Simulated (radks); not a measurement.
Results of a calculation; reference values are marked as such.
Task: Coherent X-ray form factor from a spherical all-electron density. Code: a radial shooting solver on a logarithmic mesh with Libxc functionals. Model: scalar-relativistic Kohn-Sham, LDA (Slater exchange, VWN5 correlation), spin-polarised, spherical densities, finite nucleus; Fermi nuclear charge, rms radius of each element as measured or else 0.836 A^(1/3) + 0.57 fm.

sin(theta)/lambda (1/angstrom),f0 (electrons)
0.05,10.922
0.1,10.700
0.15,10.359
0.2,9.935
0.25,9.465
0.3,8.977
0.4,8.012
0.5,7.100
0.6,6.243
0.8,4.712
1,3.510
1.25,2.507
1.5,1.928
2,1.411

The species is in the configuration that NIST lists as its ground one. Which atom or ion scatters so?

Result: The sulfur ion S5+, [Ne] 3s1. Extrapolating in s^2 from the first two rows gives f0(0) = 11.0, near the electron count 11; among species with that count, the fall with angle is slower the higher Z, and the table is that of Z = 16; from so few rows the species is fixed only to a neighbour or two.
